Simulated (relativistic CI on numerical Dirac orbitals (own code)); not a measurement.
Radial Dirac CI calculation of Ag3+: levels, rates and radial parameters.

Command:

```sh
python run_levels.py task.json out
```

Input:

```
atom Ag  Z=47  charge=3  electrons=44
nucleus A=107  rms_radius_fm=4.5454
hamiltonian dirac-coulomb  breit=on  qed=on  c_scale=1
orbitals kli  potential=per-configuration
slater_scale 0.85
correlation p86
mixing on
configurations
  [Kr] 4d8
  [Kr] 4d7 5s
  [Kr] 4d7 4f
  [Kr] 4d7 5p
  [Kr] 4d6 5s2
  [Kr] 4d7 5d
  [Kr] 4d7 6s
  [Kr] 4d6 4f2
  [Kr] 4d7 6p
  [Ar] 3d10 4s2 4p5 4d9
  [Kr] 4d6 5s 5p
  [Kr] 4d7 6d
  [Kr] 4d7 7s
  [Kr] 4d7 5f
  [Kr] 4d7 7p
  [Kr] 4d7 5g
  [Kr] 4d7 7d
  [Ar] 3d10 4s2 4p4 4d10
  [Kr] 4d6 4f 5s
end
```

Hardware: one thread of Neoverse-V1, on a shared host. Rates were computed among at most 200 levels.

(1) How large is the problem, and how long does it take?

## Answers

(1) 4682 determinants at the lowest M give 4682 levels; 188 SCF iterations in all; about 5.7 s of CPU and 0.23 GiB at the peak.
